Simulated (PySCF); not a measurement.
# Basis and Hamiltonian dependence of the ionisation energy of Zn²⁺

Zn²⁺ [Ar] 3d10 (1S) → Zn³⁺ [Ar] 3d9 (2D). Calculated with PySCF 2.14 from differences of total energies of unrestricted determinants, without spin-orbit coupling. Values in eV.

```tsv
basis	Hamiltonian	functions	UHF	PBE	PBE0	MP2 (valence)	CCSD(T) (valence)	CCSD(T) (valence and next inner shell)
jorge-DZP-DKH	spin-free X2C	43	37.119	40.092	n/a	39.400	n/a	n/a
cc-pVDZ-DK	spin-free X2C	43	37.079	n/a	n/a	39.830	n/a	n/a
def2-TZVP	non-relativistic	48	37.379	40.438	n/a	39.969	n/a	n/a
aug-cc-pVDZ-DK	spin-free X2C	59	37.080	40.057	39.613	39.918	39.397	n/a
ANO-RCC-VTZP	spin-free X2C	59	36.991	40.195	39.686	40.052	39.509	39.666
cc-pVTZ-PP with ECP10MDF	ECP	63	36.997	40.014	n/a	39.970	n/a	n/a
x2c-TZVPPall	spin-free X2C	64	36.980	40.124	39.638	39.922	39.388	39.501
def2-TZVPPD	non-relativistic	67	37.327	40.411	39.942	40.239	39.713	39.824
aug-cc-pwCVDZ-PP with ECP10MDF	ECP	70	37.011	40.031	39.598	40.022	39.483	39.516
aug-cc-pVTZ-PP with ECP10MDF	ECP	88	36.994	40.011	39.582	40.081	39.545	n/a
x2c-QZVPPall	spin-free X2C	108	36.956	40.127	39.634	40.034	n/a	n/a
aug-cc-pVTZ-PP with one added diffuse shell each of s, p, d, f, g type with ECP10MDF	ECP	113	36.994	40.011	39.582	40.092	n/a	n/a
aug-cc-pwCVTZ-DK	spin-free X2C	127	36.951	40.117	39.625	40.061	n/a	n/a
aug-cc-pVQZ-PP with ECP10MDF	ECP	135	36.975	39.999	39.565	40.174	n/a	n/a
```

Extrapolation of MP2 (valence) from aug-cc-pVTZ-PP with ECP10MDF and aug-cc-pVQZ-PP with ECP10MDF: the correlation parts are 3.087 and 3.199 eV; with the X⁻³ form and unrounded values, (4³ × 3.199 − 3³ × 3.087)/(4³ − 3³) = 3.281 eV, and adding the Hartree-Fock value 36.975 eV of the larger basis gives 40.256 eV.

Frozen in the all-electron rows: valence: [Ar]; valence and next inner shell: [Ne]; with a core potential, the same shells as far as they lie outside it.

Non-relativistic rows lack the scalar-relativistic shift.

Between the lowest levels the reference is 39.723 eV (measured; NIST Atomic Spectra Database, ionization energies); it includes spin-orbit coupling, which these numbers lack.
